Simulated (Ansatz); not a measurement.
Reaction: SiPH4 (SMILES [SiH3][PH], doublet) → SiPH4 (SMILES [SiH2]P, doublet)
Each species at its own B3LYP-D3(BJ)/def2-TZVP minimum (Ansatz, a quantum-chemistry and plane-wave program).

Total energies in hartree (Ansatz). Open shells are spin-unrestricted; no spin-orbit coupling. Cores are frozen in correlated methods. No relativity.

| species | HF/cc-pV(T+d)Z | CCSD(T)/cc-pV(T+d)Z | HF/cc-pV(Q+d)Z | CCSD(T)/cc-pV(Q+d)Z | CCSDT(Q)/cc-pV(T+d)Z |
|---|---|---|---|---|---|
| 1: SiPH4 (SMILES [SiH3][PH], doublet) | -632.01001 | -632.32580 | -632.01680 | -632.34985 | -632.32787 |
| 2: SiPH4 (SMILES [SiH2]P, doublet) | -631.99214 | -632.31376 | -631.99876 | -632.33807 | -632.31594 |

Question: Work out the isomerisation energy (electronic) in kJ/mol: take Hartree-Fock from cc-pV(Q+d)Z, extrapolate the CCSD(T) correlation energy as X^-3 (X = 3, 4), and add CCSDT(Q) - CCSD(T) in cc-pV(T+d)Z. 1 hartree = 2625.5 kJ/mol.

Answer: 
Species 1: correlation (64·(-0.33305) - 27·(-0.31579))/37 = -0.34565; step -0.00207; E1 = -632.01680 + (-0.34565) + (-0.00207) = -632.36452
Species 2: correlation (64·(-0.33931) - 27·(-0.32162))/37 = -0.35222; step -0.00218; E2 = -631.99876 + (-0.35222) + (-0.00218) = -632.35316
-1·E1 +1·E2 = 0.01136 hartree = 29.8 kJ/mol.
